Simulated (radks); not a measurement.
Valence configurations of Pd+ (all share [Kr]). All-electron calculation, Dirac Kohn-Sham, PBE, spin-unpolarised, spherical densities, point nucleus; open shells are shared between the two j in proportion to 2j + 1. Program: a radial shooting solver on a logarithmic mesh with Libxc functionals. Energies are relative to 4d9; eigenvalues in eV.

valence	E (eV)	e(4d3/2)	e(4d5/2)	e(5p1/2)	e(5p3/2)	e(5s1/2)
4d9	0.000	-14.904	-14.424	-	-	-
4d7 5p2	22.867	-24.510	-23.949	-9.739	-9.358	-
4d7 5s2	11.109	-21.888	-21.338	-	-	-13.874
4d8 5p1	9.835	-19.682	-19.163	-8.171	-7.864	-
4d8 5s1	4.525	-18.279	-17.765	-	-	-12.452
4d6 5s2 5p1	26.253	-26.962	-26.369	-9.989	-9.566	-16.079
4d8.5 5p0.5	4.529	-17.285	-16.785	-7.343	-7.073	-
4d5 5p4	59.148	-34.242	-33.600	-12.551	-12.013	-
4d4.5 5s0.5 5p4	66.693	-36.162	-35.501	-12.961	-12.392	-20.029

NIST lists [Kr] 4d9 as the ground configuration; this level of theory agrees among the configurations tried. The energies are those of spherical spin-averaged densities, not of single terms.
